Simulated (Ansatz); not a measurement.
Cost and result for the atomization energy of `O=[C]1O[CH](F)[AlH]1` (8 atoms, 8 bonds).

```xyz
8

O    -1.987   -1.173    1.108
C    -1.016   -0.700    0.629
O    -1.104    0.229   -0.436
C     0.187    0.705   -0.761
F     0.317    1.998   -0.265
Al    0.994   -0.613    0.503
H     0.267    0.771   -1.845
H     2.342   -1.217    1.066
```

The species carries charge 0 and has multiplicity 1. Geometry: relaxed with PBE0-D4/def2-TZVP. Program: Ansatz. All runs use 4 threads of a server CPU on a shared host. Times are those of one run each, without the atoms' runs, and a repeat can differ threefold. Electronic energies, without spin–orbit coupling; frozen cores. CCSD(T)/CBS adds CCSD(T) − MP2 in def2-TZVPP to the MP2 limit, and its time is that of the two runs behind it. T1 = 0.017. B3LYP takes the VWN-RPA correlation (the form of Gaussian; ORCA's B3LYP/G). HSE06 is the plane-wave form, built on full-range PBE exchange.

CCSD(T)/CBS is a level of theory with its own doubt, some kJ/mol a heavy atom from the limit and from the frozen cores, so smaller differences don't rank the functionals.

```json
{"level": "revPBE-D4/def2-TZVPP", "functions": "225", "wall time": "2 s"}
{"level": "BLYP-D4/def2-TZVPP", "functions": "225", "wall time": "2.3 s"}
{"level": "PBE-D4/def2-TZVPP (with forces)", "functions": "225", "wall time": "2.7 s"}
{"level": "HSE06-D4/def2-TZVPP", "functions": "225", "wall time": "3.1 s"}
{"level": "BHLYP-D4/def2-TZVPP", "functions": "225", "wall time": "3.1 s"}
{"level": "CAM-B3LYP-D4/def2-TZVPP", "functions": "225", "wall time": "3.5 s"}
{"level": "B3LYP-D4/def2-TZVPP (with forces)", "functions": "225", "wall time": "4.7 s"}
{"level": "B97M-V/def2-TZVPP", "functions": "225", "wall time": "5.5 s"}
{"level": "CCSD(T)/def2-SVP", "functions": "98", "wall time": "5.5 s"}
{"level": "ωB97X-V/def2-TZVPP", "functions": "225", "wall time": "7.5 s"}
{"level": "MP2/def2-QZVPP", "functions": "415", "wall time": "15 s"}
{"level": "CCSD(T)/def2-TZVPP", "functions": "225", "wall time": "90 s"}
{"level": "CCSD(T)/CBS(def2)", "functions": "–", "wall time": "110 s"}
```

Problem. What atomization energy does each give, and how far from CCSD(T)/CBS? (Estimate.)

Solution. The calculation gave: 
| level | atomization (kcal/mol) | difference from CCSD(T)/CBS | per bond |
| --- | --- | --- | --- |
| revPBE-D4/def2-TZVPP | 764.1 | 11.1 | 1.4 |
| BLYP-D4/def2-TZVPP | 764.3 | 11.3 | 1.4 |
| PBE-D4/def2-TZVPP (with forces) | 793.7 | 40.7 | 5.1 |
| HSE06-D4/def2-TZVPP | 759.0 | 6.0 | 0.8 |
| BHLYP-D4/def2-TZVPP | 704.3 | -48.7 | -6.1 |
| CAM-B3LYP-D4/def2-TZVPP | 756.9 | 3.9 | 0.5 |
| B3LYP-D4/def2-TZVPP (with forces) | 750.5 | -2.5 | -0.3 |
| B97M-V/def2-TZVPP | 758.5 | 5.5 | 0.7 |
| CCSD(T)/def2-SVP | 707.3 | -45.7 | -5.7 |
| ωB97X-V/def2-TZVPP | 758.5 | 5.5 | 0.7 |
| MP2/def2-QZVPP | 777.7 | 24.7 | 3.1 |
| CCSD(T)/def2-TZVPP | 727.7 | -25.3 | -3.2 |
| CCSD(T)/CBS(def2) | 753.0 | 0.0 | 0.0 |

Leaving LDA and LC-ωPBE aside and taking each functional with its dispersion term where it has one, the values spread over 89.4 kcal/mol, from BHLYP-D4 to PBE-D4. LDA lies +123.7 kcal/mol from PBE without D4, its usual overbinding. From r2SCAN to r2SCAN0 (25 % exact exchange), in def2-TZVPP and without D4, the atomization energy moves by −30.0 kcal/mol: exact exchange takes away binding that semilocal exchange gives to molecules. At CCSD(T), def2-SVP lies −45.7 kcal/mol from the extrapolated value and def2-TZVPP −25.3 kcal/mol: correlation converges slowly with the basis, and small sets miss more of it in the bonded molecule than in its fragments.
